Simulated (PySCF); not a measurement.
THF, SMILES C1CCOC1 (C₄H₈O), PBE0/def2-SVP optimised geometry.

```
13

C     -0.03     0.12    -1.18
C     -0.08    -1.29    -0.59
C     -0.51    -0.99     0.84
O      0.02     0.27     1.16
C      0.51     0.92     0.00
H      0.59     0.20    -2.08
H     -1.05     0.46    -1.44
H     -0.77    -1.97    -1.12
H      0.92    -1.74    -0.61
H     -0.14    -1.74     1.57
H     -1.62    -0.97     0.93
H      1.62     0.92     0.00
H      0.18     1.97     0.00
```

Density from PBE0/def2-TZVP (PySCF 2.14.0) at that geometry.

Minimum of the electron density along straight lines between bonded atoms, close to the bond critical point (lines longer than 1.1 times the sum of covalent radii, or with two minima, are not listed):

```json
[
 {"bond": "C1–C2", "length / Å": "1.525", "ρ at the minimum / e bohr⁻³": "0.246", "∇²ρ there / e bohr⁻⁵": "-0.60", "position (fraction from the first atom)": "0.50"},
 {"bond": "C2–C3", "length / Å": "1.525", "ρ at the minimum / e bohr⁻³": "0.252", "∇²ρ there / e bohr⁻⁵": "-0.64", "position (fraction from the first atom)": "0.49"},
 {"bond": "C3–O4", "length / Å": "1.413", "ρ at the minimum / e bohr⁻³": "0.264", "∇²ρ there / e bohr⁻⁵": "-0.60", "position (fraction from the first atom)": "0.36"},
 {"bond": "C1–C5", "length / Å": "1.524", "ρ at the minimum / e bohr⁻³": "0.252", "∇²ρ there / e bohr⁻⁵": "-0.64", "position (fraction from the first atom)": "0.49"},
 {"bond": "O4–C5", "length / Å": "1.413", "ρ at the minimum / e bohr⁻³": "0.264", "∇²ρ there / e bohr⁻⁵": "-0.60", "position (fraction from the first atom)": "0.64"},
 {"bond": "C1–H6", "length / Å": "1.100", "ρ at the minimum / e bohr⁻³": "0.273", "∇²ρ there / e bohr⁻⁵": "-0.93", "position (fraction from the first atom)": "0.64"},
 {"bond": "C1–H7", "length / Å": "1.103", "ρ at the minimum / e bohr⁻³": "0.273", "∇²ρ there / e bohr⁻⁵": "-0.92", "position (fraction from the first atom)": "0.64"},
 {"bond": "C2–H8", "length / Å": "1.100", "ρ at the minimum / e bohr⁻³": "0.273", "∇²ρ there / e bohr⁻⁵": "-0.93", "position (fraction from the first atom)": "0.64"},
 {"bond": "C2–H9", "length / Å": "1.103", "ρ at the minimum / e bohr⁻³": "0.273", "∇²ρ there / e bohr⁻⁵": "-0.92", "position (fraction from the first atom)": "0.64"},
 {"bond": "C3–H10", "length / Å": "1.103", "ρ at the minimum / e bohr⁻³": "0.279", "∇²ρ there / e bohr⁻⁵": "-0.97", "position (fraction from the first atom)": "0.65"},
 {"bond": "C3–H11", "length / Å": "1.108", "ρ at the minimum / e bohr⁻³": "0.276", "∇²ρ there / e bohr⁻⁵": "-0.95", "position (fraction from the first atom)": "0.64"},
 {"bond": "C5–H12", "length / Å": "1.108", "ρ at the minimum / e bohr⁻³": "0.276", "∇²ρ there / e bohr⁻⁵": "-0.95", "position (fraction from the first atom)": "0.64"},
 {"bond": "C5–H13", "length / Å": "1.103", "ρ at the minimum / e bohr⁻³": "0.279", "∇²ρ there / e bohr⁻⁵": "-0.98", "position (fraction from the first atom)": "0.65"}
]
```
